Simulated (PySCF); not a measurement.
In(Et)2(NH2), C4H12InN, SMILES C[CH2][In]([NH2])[CH2]C, singlet, GFN2-xTB optimised geometry.

```
18

In    -0.18    -0.10     0.00
C      2.10    -0.10     0.00
C      2.70    -0.56    -1.32
H      2.45    -0.73     0.82
H      2.39     0.93     0.21
H      2.36     0.07    -2.14
H      2.41    -1.59    -1.54
H      3.79    -0.52    -1.28
C     -1.66    -1.79     0.32
C     -3.08    -1.25     0.43
H     -1.37    -2.31     1.24
H     -1.58    -2.50    -0.50
H     -3.38    -0.76    -0.50
H     -3.15    -0.52     1.24
H     -3.79    -2.05     0.63
N     -1.00     1.79     0.00
H     -1.95     1.88    -0.33
H     -0.45     2.50    -0.48
```

Density from CAM-B3LYP/def2-SVP, def2 effective core potentials past Kr (PySCF 2.14.0) at that geometry. The core electrons that the potentials of In replace are not part of the density.

Minimum of the electron density along straight lines between bonded atoms, close to the bond critical point (lines longer than 1.1 times the sum of covalent radii, or with two minima, are not listed):

| bond | length / Å | ρ at the minimum / e bohr⁻³ | ∇²ρ there / e bohr⁻⁵ | position (fraction from the first atom) |
|---|---|---|---|---|
| In1–C2 | 2.277 | 0.080 | 0.13 | 0.50 |
| C2–C3 | 1.523 | 0.243 | -0.56 | 0.50 |
| C2–H4 | 1.092 | 0.272 | -0.98 | 0.63 |
| C2–H5 | 1.093 | 0.272 | -0.98 | 0.63 |
| C3–H6 | 1.092 | 0.275 | -1.00 | 0.62 |
| C3–H7 | 1.091 | 0.275 | -1.01 | 0.62 |
| C3–H8 | 1.093 | 0.274 | -1.00 | 0.63 |
| In1–C9 | 2.276 | 0.080 | 0.13 | 0.50 |
| C9–C10 | 1.519 | 0.245 | -0.56 | 0.50 |
| C9–H11 | 1.092 | 0.272 | -0.97 | 0.63 |
| C9–H12 | 1.092 | 0.272 | -0.98 | 0.63 |
| C10–H13 | 1.091 | 0.275 | -1.00 | 0.62 |
| C10–H14 | 1.091 | 0.276 | -1.01 | 0.63 |
| C10–H15 | 1.093 | 0.274 | -1.00 | 0.63 |
| In1–N16 | 2.062 | 0.099 | 0.45 | 0.51 |
| N16–H17 | 1.014 | 0.327 | -1.48 | 0.76 |
| N16–H18 | 1.014 | 0.327 | -1.48 | 0.76 |
